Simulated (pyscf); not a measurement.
**Insertion: F–Ga [singlet] + silanol (HO–SiH₃) → F–GaH–O–SiH₃**

Gas phase, singlet surface, charge 0. Bonds broken: O3–H5. Bonds formed: Ga1–O3, Ga1–H5. PySCF, gas phase, ωB97X-D3(BJ)/def2-SVP geometries. Correlated levels are frozen-core, on RHF or UHF. ΔMP2 is the change of the MP2 total energy from the triple- to the quadruple-zeta basis.

Transition state (Å):

```xyz
8

Ga     1.3901     0.5249    -1.0776
F      2.0442     2.0193    -0.4461
O     -0.0015    -0.2626     0.0326
Si    -1.1637    -0.5904     1.1959
H      0.4772    -0.8141    -1.2107
H     -0.9060    -1.9223     1.8155
H     -2.5202    -0.6085     0.5758
H     -1.1207     0.4611     2.2521
```

One imaginary mode, 1493i cm⁻¹; descent along it reached the two sides named, in the forms told below.

```csv
bond,change,reactant side (Å),saddle,product side
O3–H5,breaks,0.963,1.442,2.9
Ga1–O3,forms,2.412,1.947,1.764
Ga1–H5,forms,3.0,1.626,1.539
```

Electronic energies relative to the separated reactants (kcal/mol):

```csv
level,barrier,reaction energy,reverse barrier
ωB97X-D3(BJ)/def2-TZVP,41.6,-18.3,59.9
PBE/def2-TZVP,35.0,-9.4,44.4
r²SCAN/def2-TZVP,34.1,-17.1,51.3
B3LYP-D3(BJ)/def2-TZVP,41.5,-10.0,51.5
PBE0-D3(BJ)/def2-TZVP,38.9,-14.0,52.9
M06-2X/def2-TZVP,40.4,-17.4,57.8
ωB97M-D3(BJ)/def2-TZVP,44.4,-11.1,55.5
HF/def2-TZVP,60.1,-15.0,75.1
MP2/def2-QZVPP,38.9,-17.9,56.8
CCSD/def2-TZVPP,44.8,-16.7,61.5
CCSD(T)/def2-TZVPP,40.8,-17.2,58.1
CCSD(T)/def2-TZVPP + ΔMP2(QZVPP),42.1,-15.0,57.1
```

With CCSD(T)/def2-TZVPP + ΔMP2(QZVPP) energies and thermal terms (ideal gas, 1 atm, RRHO with modes under 100 cm⁻¹ raised to 100, one conformer, R ln 2 for chiral ones without a mode under 150 cm⁻¹), in kcal/mol:

```json
[
 {"T (K)": "298", "ΔH‡": "39.1", "ΔG‡": "48.7", "ΔH": "-16.1", "ΔG": "-6.2"},
 {"T (K)": "600", "ΔH‡": "39.6", "ΔG‡": "58.2", "ΔH": "-15.4", "ΔG": "+3.5"},
 {"T (K)": "900", "ΔH‡": "40.1", "ΔG‡": "67.4", "ΔH": "-14.5", "ΔG": "+12.8"},
 {"T (K)": "1200", "ΔH‡": "40.7", "ΔG‡": "76.5", "ΔH": "-13.4", "ΔG": "+21.7"}
]
```

On the reactant side the descent ends in a complex (not fully relaxed), 7.6 kcal/mol under the separated species and 49.2 kcal/mol under the saddle at ωB97X-D3(BJ)/def2-TZVP. One saddle was located; it need not be the lowest between these sides. The CCSD(T) − MP2 part came from Ansatz, without density fitting, on the same reference. The frozen core leaves the outer d or s,p core shells of the metals and heavy elements correlated in the MP2 and CC values, and def2-TZVPP describes them poorly, which can shift differences by a few kcal/mol. Elements up to Kr have no core potential and no relativistic terms here.
